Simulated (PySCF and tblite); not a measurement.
Results of a calculation; reference values are marked as such.
Molecule: C7H14, numbered as in [CH3:1][C:2]1([CH3:3])[CH2:4][CH2:5][CH2:6][CH2:7]1.

The ring 2–4–5–6–7 is held at Altona–Sundaralingam phase angles P (ν_j = ν_max cos(P + 144°(j − 2)), ν_j about the bond from ring atom j to j + 1, counted from 0) and the rest relaxed at GFN2-xTB. Energies: PBE0/pcSseg-1 + D3(BJ). (tblite 0.8, PySCF 2.14.)

Problem. Give the DFT energy and dipole along the phase angle P.

Solution. 
| phase angle P ° | E kcal/mol | dipole D | amplitude ° |
| --- | --- | --- | --- |
| 0 | 0.36 | 0.07 | 42 |
| 36 | 0.45 | 0.05 | 40 |
| 72 | 0.06 | 0.02 | 39 |
| 108 | 0.00 | 0.02 | 40 |
| 144 | 0.46 | 0.05 | 40 |
| 180 | 0.36 | 0.07 | 42 |
| 216 | 0.44 | 0.05 | 40 |
| 252 | 0.05 | 0.02 | 39 |
| 288 | 0.00 | 0.02 | 40 |
| 324 | 0.46 | 0.05 | 40 |

Problem. How free is the pseudorotation?

Solution. The sampled points span 0.46 kcal/mol, from P = 288° to P = 144°; RT at 298 K is 0.59 kcal/mol, so it is nearly free.
